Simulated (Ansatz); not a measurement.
System: ScF3, net charge 0, triplet state. The spin state was set by rule; other spins were not relaxed. SMILES of the parent species: [F][Sc]([F])[F]
Coordinates optimised at B3LYP-D3(BJ)/def2-TZVP (Ansatz, an electronic-structure program):
```xyz
4

Sc     0.0000     0.0000     0.0000
F     -1.6838    -1.0213     0.0954
F      0.0085     1.8177    -0.7635
F      1.6753    -0.7965     0.6680
```
Charge 0, spin multiplicity 3.

Question: Give the harmonic wavenumbers at B3LYP-D3(BJ)/def2-TZVP (Ansatz, finite differences of forces, unscaled).

Answer: 40, 40, 80, 306, 306, 454 cm⁻¹. Zero-point energy 1.8 kcal/mol.

Question: From these and the geometry, give the ideal-gas thermochemistry at 298.15 K and 1 atm (rigid rotor, harmonic oscillator).

Answer: Point group D3h, rotational symmetry number 6. Rotational constants 4.562, 4.562, 2.281 GHz. S(trans) 39.78, S(rot) 22.76, S(vib) 17.94, S(elec, spin only) 2.18, S 82.7 cal/(mol K). H(298) - H(0) 4.61 kcal/mol; G - E(el) -18.3 kcal/mol.
